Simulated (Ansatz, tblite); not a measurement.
Forces on FeBr₃ at its r2SCAN-D4/def2-SVP geometry. Charge 0, multiplicity 6.

The xTB rows come from tblite.

GFN1-xTB (tblite), largest force 0.07 eV/Å:

```xyz
4
positions Å, forces eV/Å
Fe   -0.003    0.003   -0.006    0.002   -0.003    0.006
Br    1.353   -1.273   -1.324   -0.044    0.041    0.040
Br   -2.088   -0.741    0.544    0.065    0.024   -0.019
Br    0.737    2.011    0.786   -0.024   -0.062   -0.027
```

GFN2-xTB (tblite), largest force 0.50 eV/Å:

```
Fe 0.002 -0.002 0.005
Br -0.297 0.279 0.289
Br 0.457 0.163 -0.120
Br -0.162 -0.440 -0.173
```

PBE0-D4/def2-TZVP (Ansatz), largest force 0.11 eV/Å:

```
Fe 0.004 -0.005 0.008
Br -0.064 0.060 0.059
Br 0.096 0.036 -0.028
Br -0.035 -0.092 -0.039
```
